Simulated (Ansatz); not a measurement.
Ge(SH)2H2 (GeH₄S₂). Total charge 0; singlet. Geometry PBE-D4/def2-TZVP, basis def2-TZVP, Ansatz.

```
atom   x (Å)   y (Å)   z (Å)
 Ge1   0.567   0.029  -0.321
  S2   0.001  -1.639   1.061
  H3  -1.121  -1.947   0.368
  S4  -1.034   1.586  -0.477
  H5  -1.041   1.836   0.854
  H6   0.759  -0.462  -1.774
  H7   1.870   0.597   0.288
```

```csv
run,HOMO (eV),LUMO (eV)
A,-8.64,0.36
B,-6.24,-1.79
C,-6.14,-1.58
D,-7.54,-0.52
E,-8.41,0.31
F,-9.69,1.45
```

The runs used BHLYP, CAM-B3LYP, LDA (SPW92), PBE, r2SCAN0, ωB97X-V. Estimate which is which.

A CAM-B3LYP (range-separated); B LDA (SPW92) (0 % exact exchange); C PBE (0 % exact exchange); D r2SCAN0 (25 % exact exchange); E BHLYP (50 % exact exchange); F ωB97X-V (range-separated). Exact exchange lowers occupied and raises empty levels; among semilocal functionals meta-GGAs tend to open the gap a little, and such runs are hard to tell apart. The gap grows from 4.45 eV (LDA (SPW92)) to 11.14 eV (ωB97X-V).
